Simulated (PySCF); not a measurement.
**MSi cations for M along the halogens**

CCSD(T) with triple-zeta basis sets in PySCF, for the lowest determinant that a PBE0 search found; no spin–orbit coupling. De refers to high-spin ground-configuration atoms (the charge goes to the atom of lower measured ionisation energy or higher electron affinity, which is not always the lowest computed limit).

```tsv
M	basis	reference, frozen orbitals	charged atom	state (unpaired electrons)	Re (Å)	ωe (cm⁻¹)	De (eV)
F	def2-TZVPPD	RHF, 6	Si+	singlet (closed shell)	1.539	1039	6.72
Cl	def2-TZVPPD	RHF, 10	Si+	singlet (closed shell)	1.959	674	5.07
Br	def2-TZVPPD	RHF, 14	Si+	singlet (closed shell)	2.111	536	4.62
I	def2-TZVPPD	RHF, 9	Si+	singlet (closed shell)	2.319	455	4.16
```

The shortest bond is that of SiF⁺ (1.539 Å), the longest that of SiI⁺ (2.319 Å). SiF⁺ is bound most strongly (6.72 eV) and SiI⁺ least (4.16 eV).

Down a group the atoms grow and get heavier, so bonds lengthen and wavenumbers fall; this series shows no clear exception.

Correlated steps freeze the inner cores (6 to 14 orbitals); shallow outer-core shells are correlated. These are scalar-relativistic numbers at best; spin–orbit coupling would shift them, the dissociation energy most. For an ion De counts to the pair picked by the measured ionisation energies or electron affinities, which need not be the lowest pair at this level. Where the molecule has an RHF reference, its open-shell atoms are computed with UHF.
